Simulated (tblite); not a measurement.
Input of a run (GFN2-xTB geometry optimisation, gas phase (tblite 0.8.0)), started from a force field or distance geometry:
```
{"job": {"kind": "relax", "xc": "GFN2-xTB", "basis": "xTB"}, "charge": 0, "multiplicity": 1}
Si    -0.156700     1.627900    -1.092400
C     -0.334800     0.067100    -0.110400
Si    -1.166600    -1.305700    -1.029500
Si    -1.459200     0.503900     1.330200
C      1.005600    -0.342600     0.445200
C      1.861400    -0.623900     1.409500
C      2.399300    -0.722700     0.032100
H      0.312800     2.678400    -0.168800
H      0.821500     1.536000    -2.176500
H     -1.419500     2.054800    -1.697700
H     -0.434100    -1.561000    -2.283500
H     -1.172500    -2.478000    -0.138400
H     -2.580600    -0.999500    -1.319400
H     -2.540200    -0.493700     1.431000
H     -2.079000     1.814000     1.062900
H     -0.651900     0.537700     2.599100
H      2.075900    -0.719000     2.491500
H      3.011700     0.136400    -0.329500
H      2.497100    -1.700700    -0.462900
```

Output (eV, eV/Å):
```
step      E/eV     max force
  0    -537.36307    2.178
  1    -537.54450    1.004
  2    -537.60208    1.706
  3    -537.63106    0.755
  4    -537.65239    0.634
  5    -537.69392    0.258
  6    -537.70309    0.254
  7    -537.72043    0.264
  8    -537.72970    0.250
  9    -537.73977    0.194
 10    -537.74751    0.162
 11    -537.75407    0.203
 12    -537.75824    0.206
 13    -537.76160    0.159
 14    -537.76491    0.140
 15    -537.76810    0.118
 16    -537.77066    0.115
 17    -537.77267    0.114
 18    -537.77470    0.106
 19    -537.77735    0.144
 20    -537.78072    0.164
 21    -537.78448    0.155
 22    -537.78806    0.143
 23    -537.79095    0.134
 24    -537.79290    0.097
 25    -537.79419    0.092
 26    -537.79512    0.070
 27    -537.79584    0.064
 28    -537.79642    0.069
 29    -537.79691    0.054
 30    -537.79734    0.057
 31    -537.79768    0.040
 32    -537.79793    0.043
 33    -537.79815    0.041
 34    -537.79838    0.037
 35    -537.79868    0.047
 36    -537.79901    0.047
 37    -537.79932    0.046
 38    -537.79960    0.044
 39    -537.79988    0.039
 40    -537.80024    0.050
 41    -537.80066    0.059
 42    -537.80113    0.051
 43    -537.80169    0.057
 44    -537.80256    0.101
 45    -537.80397    0.140
 46    -537.80564    0.139
 47    -537.80716    0.107
 48    -537.80865    0.105
 49    -537.81024    0.103
 50    -537.81269    0.183
 51    -537.81590    0.213
 52    -537.81816    0.163
 53    -537.82013    0.189
 54    -537.82210    0.109
 55    -537.82326    0.089
 56    -537.82638    0.094
 57    -537.82884    0.105
 58    -537.83132    0.080
 59    -537.83169    0.130
 60    -537.83351    0.069
 61    -537.83454    0.059
 62    -537.83602    0.059
 63    -537.83680    0.056
 64    -537.83774    0.076
 65    -537.83946    0.098
 66    -537.84152    0.117
 67    -537.84395    0.110
 68    -537.84602    0.115
 69    -537.84799    0.103
 70    -537.84938    0.085
 71    -537.85128    0.081
 72    -537.85250    0.070
 73    -537.85385    0.080
 74    -537.85477    0.077
 75    -537.85588    0.070
 76    -537.85702    0.081
 77    -537.85813    0.089
 78    -537.85906    0.077
 79    -537.85981    0.060
 80    -537.86034    0.040
 81    -537.86073    0.037
 82    -537.86111    0.046
 83    -537.86157    0.056
 84    -537.86206    0.050
 85    -537.86243    0.049
 86    -537.86263    0.039
 87    -537.86275    0.025
 88    -537.86283    0.018
 89    -537.86289    0.017
 90    -537.86295    0.024
 91    -537.86303    0.029
 92    -537.86317    0.037
 93    -537.86338    0.044
 94    -537.86359    0.044
 95    -537.86374    0.029
 96    -537.86384    0.023
 97    -537.86397    0.028
 98    -537.86416    0.037
 99    -537.86439    0.039
100    -537.86456    0.027
101    -537.86464    0.014
102    -537.86469    0.014
103    -537.86474    0.014
104    -537.86480    0.015
105    -537.86486    0.015
106    -537.86492    0.014
107    -537.86497    0.014
108    -537.86502    0.015
109    -537.86506    0.024
110    -537.86510    0.023
111    -537.86513    0.011
112    -537.86516    0.010
113    -537.86518    0.013
114    -537.86522    0.017
115    -537.86529    0.020
116    -537.86539    0.020
117    -537.86548    0.017
118    -537.86554    0.013
119    -537.86557    0.014
120    -537.86561    0.017
121    -537.86567    0.019
122    -537.86576    0.017
123    -537.86582    0.013
124    -537.86585    0.007
```

Task: Summarise the run.

Result: The energy falls by 11.6 kcal/mol over 124 L-BFGS steps, the largest force on an atom goes from 2.18 to 0.007 eV/Å, and the atoms move by 0.481 Å rms after alignment. The bond that changes most is C2–Si3 (sp3 carbon bound to silicon to SiH3 silicon), which lengthens by 0.066 Å. Bonds longer at the end by more than 0.005 Å: 4 of 19; shorter: 12. Among the angles that change most is H18–C7–H19, from 119.3° to 113.1°. Among the dihedrals that turn most is C5–C2–Si4–H14, from -112° to -60°. The energy never rose by more than 1e-5 eV on the way. The first step brought 36 % of the lowering.

Task: What are the final bond lengths?

Result: Si1–C2 1.915 Å, C2–Si3 1.916 Å, C2–Si4 1.911 Å, C2–C5 1.456 Å, C5=C6 1.302 Å, C6–C7 1.501 Å, C5–C7 1.505 Å, Si1–H8 1.465 Å, Si1–H9 1.464 Å, Si1–H10 1.464 Å, Si3–H11 1.464 Å, Si3–H12 1.465 Å, Si3–H13 1.463 Å, Si4–H14 1.465 Å, Si4–H15 1.465 Å, Si4–H16 1.465 Å, C6–H17 1.061 Å, C7–H18 1.087 Å, C7–H19 1.087 Å. Numbering counts from 1 in the input's order; the species is `[SiH3]C([SiH3])([SiH3])C1=CC1`.

On an Intel Xeon at 2.70 GHz with one thread, no GPU, shared host, this took 1.5 s wall.

Its GFN2-xTB frequencies are all real (lowest 32 cm⁻¹).

These are computed values.
